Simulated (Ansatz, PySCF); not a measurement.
Complex: CHN (SMILES C#N) (first 3 atoms) with C2H6O (SMILES COC); geometry from B3LYP-D3(BJ)/def2-TZVP, rigid monomers moved along the line of their centres of mass till H3···O5 is 1.75 Å.
(charge 0, multiplicity 1):
```xyz
12

C     -0.2934     0.1884    -0.3061
N     -0.3619     0.3099    -1.4448
H     -0.2267     0.0738     0.7655
C      0.0756    -1.3650     3.1354
O     -0.1184    -0.1140     2.5024
C     -0.0658     0.9786     3.4007
H     -0.7011    -1.5500     3.8861
H      1.0571    -1.4127     3.6209
H      0.0191    -2.1324     2.3653
H     -0.8485     0.8978     4.1636
H     -0.2242     1.8858     2.8202
H      0.9097     1.0336     3.8973
```

Interaction energies are E(AB) − E(A) − E(B) at the monomers' geometry in the complex; basis-set methods are counterpoise corrected. Rows marked so take none.

Rows in 6-311+G**, 6-31G* carry no dispersion term and start afresh at each structure (6-31G* with six Cartesian d functions).

The values were computed with Ansatz (an electronic-structure program) with Gaussian orbitals; PySCF for 6-311+G** rows, 6-31G* rows, the dispersion terms. 

### Question
Give the interaction energy at the level B3LYP/6-311+G** (no counterpoise).

### Answer
-222 meV

### Question
Predict the interaction energy from PBE0-D3(BJ)/def2-TZVPPD.

### Answer
-253 meV

### Question
Estimate the interaction energy that M06-2X/6-31G* (no counterpoise) returns for this input.

### Answer
-278 meV
